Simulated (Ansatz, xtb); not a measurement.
## Two structures of BBeHS

Structure I: a triplet given by its coordinates. Structure II: `[Be]1[BH][S]1`, a singlet. Both are isolated molecules in the gas phase, relaxed with B3LYP/6-31G*.

I (Å):

```yaml
atoms:
  - { symbol: B, position_ang: [-0.0481, 2.0233, -0.9560] }
  - { symbol: Be, position_ang: [-1.9259, 2.2816, -0.2759] }
  - { symbol: S, position_ang: [-1.1216, 0.7337, -1.2848] }
  - { symbol: H, position_ang: [1.0553, 2.4338, -1.0749] }
```

Close contacts (Å): B1–Be2 2.01, B1–S3 1.71, Be2–S3 2.02, B1–H4 1.18.

II (Å):

```xyz
4

B    -0.1274    2.2310   -0.8290
Be   -1.7812    2.1960   -0.3611
S    -1.1517    0.7116   -1.2869
H     1.0200    2.3337   -1.1145
```

Question: Estimate which is lower in electronic energy at CCSD(T)/def2-TZVPP, and by roughly how much.

Answer: The CCSD(T)/def2-TZVPP calculation puts structure II lower, by 14.8 kcal/mol.

Level by level:

| level | geometry | E(II) − E(I) (kcal/mol) | departure from the last row (kcal/mol) | job, with rough time for the two |
| --- | --- | --- | --- | --- |
| B3LYP/6-31G* | B3LYP/6-31G* | −17.0 | −2.3 | optimisation, 55 s |
| HF/def2-TZVPP | B3LYP/6-31G* | +2.9 | +17.7 | part of the CCSD(T) run |
| MP2/def2-TZVPP | B3LYP/6-31G* | −13.7 | +1.1 | part of the CCSD(T) run |
| CCSD(T)/def2-TZVPP | B3LYP/6-31G* | −14.8 |  | single point, 30 s |

HF/def2-TZVPP puts the two in the other order. The largest departure from CCSD(T)/def2-TZVPP is that of HF/def2-TZVPP, 17.7 kcal/mol. Levels run at GFN2-xTB geometries aren't shown.

With harmonic frequencies from B3LYP/6-31G* (ideal gas, rigid rotor, one conformer each, 298.15 K, 1 atm): the zero-point term adds +0.7 kcal/mol; ΔH is −14.2 and ΔG −13.2 kcal/mol.

Open shells are spin-unrestricted. The correlated steps freeze 6 core orbitals; the last core shell of Be is correlated, in a basis made for valence electrons. ΔG holds the spin degeneracy. Run with Ansatz 0.2.0; the last row on 1 thread of Intel(R) Xeon(R) Processor @ 2.50GHz (Skylake/Cascade Lake) on a shared host.
